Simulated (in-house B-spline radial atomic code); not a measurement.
In III (In2+) is squeezed into an impenetrable sphere of radius R (the orbitals vanish at R). Computed with a radial B-spline atomic code at the basis-set limit: non-relativistic PBE, spin-polarised, spherical fractional occupations, point nucleus.

Energies in eV above the free ion in [Kr] 4d10 5s1:

```csv
R (bohr),highest level (eV),[Kr] 4d10 5s1,[Ar] 3d10 4s2 4p5 4d10 5s1 5f1,[Kr] 4d10 4f1,-dE/dV in [Kr] 4d10 5s1 (GPa)
8.57,-23.1,0.0002353,100.4,19.77,0.000609
6.08,-23,0.04496,107.9,22.17,0.207
5.44,-22.9,0.156,111.8,23.67,0.865
4.41,-21.8,1.066,122.6,27.87,8.7
3.5,-17.3,5.895,144.2,35.84,80.7
3.2,-13.5,10.71,158.1,40.94,183
2.79,-3.57,25.45,190.9,53.83,619
2.04,58.6,157.8,393.2,157.4,8860
1.99,67.7,181,424.4,175.6,10900
1.56,215,651.5,999.8,558.7,73900
```

Question: Does [Ar] 3d10 4s2 4p5 4d10 5s1 5f1 fall below [Kr] 4d10 5s1 under compression?

Answer: No, it stays above over the whole range.

Question: Does [Kr] 4d10 4f1 fall below [Kr] 4d10 5s1 under compression?

Answer: Yes, between R = 2.79 and 2.04 bohr the order changes (near 2.05 bohr by linear interpolation).

The highest level is first positive in the row R = 2.04 bohr, pushed up by confinement above the zero of the free ion's potential. Each configuration is held fixed and needn't be the lowest in the sphere.
